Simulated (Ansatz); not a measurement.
`C[O][Ge]([OH])([Cl])[Cl]` and `C[O][Ge]([SH])([Cl])[Cl]` differ in one atom or group.

Ansatz, PBE0-D4/def2-TZVP geometries, multiplicity 1. Each molecule was computed in one conformer, which needn't be the lowest.

Scalar relativity is left out up to krypton.

```
                             property  `C[O][Ge]([OH])([Cl])[Cl]`
   HOMO energy (PBE0/def2-TZVPP) / eV                       -8.81
LUMO energy (ωB97M-V/def2-TZVPP) / eV                        0.99
 HOMO–LUMO gap (PBE0/def2-TZVPP) / eV                        7.77
HOMO–LUMO gap (B3LYP/def2-TZVPP) / eV                        7.17
  HOMO energy (B3LYP/def2-TZVPP) / eV                       -8.55
  LUMO energy (B3LYP/def2-TZVPP) / eV                       -1.38
```

(1) Give the same properties after the change, and the shifts. (An estimate is asked.)

## Answers

(1) Ansatz gave: 
| property | `C[O][Ge]([SH])([Cl])[Cl]` | shift |
| --- | --- | --- |
| HOMO energy (PBE0/def2-TZVPP) / eV | -8.21 | 0.60 |
| LUMO energy (ωB97M-V/def2-TZVPP) / eV | 0.70 | -0.29 |
| HOMO–LUMO gap (PBE0/def2-TZVPP) / eV | 6.86 | -0.91 |
| HOMO–LUMO gap (B3LYP/def2-TZVPP) / eV | 6.28 | -0.89 |
| HOMO energy (B3LYP/def2-TZVPP) / eV | -7.93 | 0.62 |
| LUMO energy (B3LYP/def2-TZVPP) / eV | -1.65 | -0.27 |

With PBE0 the HOMO rises by 0.60 eV and the LUMO falls by 0.31 eV, so the gap narrows by about 0.91 eV. PBE moves the HOMO by 0.28 eV and ωB97M-V by 0.78 eV.

B3LYP here is the variant with VWN-RPA as its local correlation; programs differ in this.
